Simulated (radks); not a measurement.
Q: These are the eigenvalues of the occupied orbitals of an atom or ion with whole-number occupations (Ry). Calculated with a radial shooting solver on a logarithmic mesh with Libxc functionals: Dirac Kohn-Sham, PBEsol, spin-unpolarised, spherical densities, finite nucleus; Fermi nuclear charge, rms radius of each element as measured or else 0.836 A^(1/3) + 0.57 fm.

| orbital | eigenvalue |
|---|---|
| 1s1/2 | -2844.490 |
| 2s1/2 | -452.8827 |
| 2p1/2 | -427.2067 |
| 2p3/2 | -396.8641 |
| 3s1/2 | -97.05897 |
| 3p1/2 | -86.22454 |
| 3p3/2 | -80.31210 |
| 3d3/2 | -61.30780 |
| 3d5/2 | -60.04238 |
| 4s1/2 | -19.79802 |
| 4p1/2 | -15.81138 |
| 4p3/2 | -14.55020 |
| 4d3/2 | -8.01073 |
| 4d5/2 | -7.79185 |
| 5s1/2 | -3.12951 |
| 5p1/2 | -2.05353 |
| 5p3/2 | -1.87108 |
| 5d3/2 | -0.52946 |

Which element is it, and in what charge state? The configuration may be excited. Open shells, if any, fill j = l - 1/2 first.

A: Z = 57, lanthanum, charge +1: La+ in [Xe] 5d2. The list shows which subshells hold electrons but not how many an open one holds; the 1s level, -1422.2 hartree, gives Z - s = 53.3 by -(Z - s)^2/2, which with screening and relativity narrows Z to a few neighbours, and the depths of the outer levels then fix element, charge and occupations together.
